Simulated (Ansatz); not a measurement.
Consider the ligand exchange at the Si–O bond: `CO[SiH2][SiH2]F` + H–F → `F[SiH2][SiH2]F` + CH₃OH.

Calculated with Ansatz (gas phase, PBE0-D4/def2-TZVP geometries, no zero-point term in ΔE). CCSD(T)/CBS is the MP2 limit (def2-TZVPP, def2-QZVPP) plus CCSD(T) − MP2 in def2-TZVPP, frozen cores. This one scheme is used for every species. DFT in def2-TZVPP. One conformer a species, not always the lowest.

```tsv
level	ΔE (kJ/mol)
PBE-D4	-34.4
r2SCAN-D4	-38.1
ωB97M-V	-37.5
PBE	-40.7
r2SCAN	-40.0
PBE0	-39.9
MP2/CBS(def2)	-32.1
CCSD/CBS(def2)	-37.2
```

Problem. What does CCSD(T)/CBS give? (An estimate is asked.)

Solution. Computed: -34.5 kJ/mol. The listed levels differ from it by 0.1, -3.6, -3.0, -6.2, -5.5, -5.4, 2.4, -2.7 kJ/mol.

Largest T1 diagnostic among the species: 0.012.

In def2-TZVPP, CCSD(T) changes the Hartree–Fock value by +16.0 kJ/mol (the triples alone add +2.6 kJ/mol) and MP2 by +18.4 kJ/mol. The D4 term adds +9.9 kJ/mol with B3LYP and +5.7 kJ/mol with PBE0; it sums over pairs of atoms, weighted by their polarisabilities, and B3LYP, whose exchange is more repulsive, gets the larger term.

CCSD(T)/CBS has its own doubt, a few kJ/mol and more with outer-core shells, so smaller differences from it don't rank the levels.

B3LYP here is the variant with VWN-RPA as its local correlation; programs differ in this.
